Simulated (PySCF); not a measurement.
## Orbital picture of BiO

PBE0 at R = 1.922 Å; Bi cc-pVTZ-PP with ECP60, O cc-pVTZ; scalar-relativistic core potentials (PySCF 2.14). State: ²Π (doublet), unpaired electrons π ↑. Only the outer orbitals are listed, counted within each symmetry, core potentials removing the inner ones.

```
spin  orbital  occ.  ε (eV)  on Bi (%)           main shells (%)
   α       5σ     1  -24.65         22    77 O s, 9 Bi s, 9 Bi d
   α       6σ     1  -16.08         85            82 Bi s, 9 O s
   α       3π     1   -8.90         23           76 O p, 22 Bi p
   α       7σ     1   -8.72         35           63 O p, 27 Bi p
   α       3π     1   -8.25         31           69 O p, 28 Bi p
   α       4π     1   -5.44         81           78 Bi p, 19 O p
   α       4π     0   -3.50         75           71 Bi p, 25 O p
   α       8σ     0   -0.24         88  73 Bi p, 15 O p, 10 Bi d
   α       9σ     0    2.63        100                   94 Bi s
   β       5σ     1  -24.34         22    77 O s, 9 Bi d, 8 Bi s
   β       6σ     1  -15.39         83            82 Bi s, 9 O s
   β       7σ     1   -8.55         35           62 O p, 27 Bi p
   β       3π     1   -8.35         25           75 O p, 22 Bi p
   β       3π     1   -7.71         25           75 O p, 22 Bi p
   β       4π     0   -3.21         81           78 Bi p, 19 O p
   β       4π     0   -2.47         81           78 Bi p, 19 O p
   β       8σ     0    0.03         89  75 Bi p, 14 O p, 10 Bi d
```

Which are the highest filled and the lowest empty level, where do they sit, and how wide is the gap?

Highest filled α 4π at -5.44 eV (in %: 78 Bi p, 19 O p); lowest empty α 4π at -3.50 eV (in %: 71 Bi p, 25 O p); the gap at PBE0 is 1.94 eV. Both belong to one degenerate shell, split only by its one-sided filling, so this is no excitation gap.

* bond order (Mayer): 2.13
* ⟨S²⟩: 0.759
* charge on Bi (Mulliken, basis-dependent): 0.50
* charge on Bi (Löwdin, basis-dependent): 0.48
* dipole moment (positive dipole means Bi(−)O(+)): -3.93 D
* polarisability along the bond: 49.7 bohr³
* polarisability across the bond: 34.6 bohr³

These are scalar-relativistic numbers at best; spin–orbit coupling would shift them, the dissociation energy most. The state was picked by a PBE0 search and need not be the measured ground state.
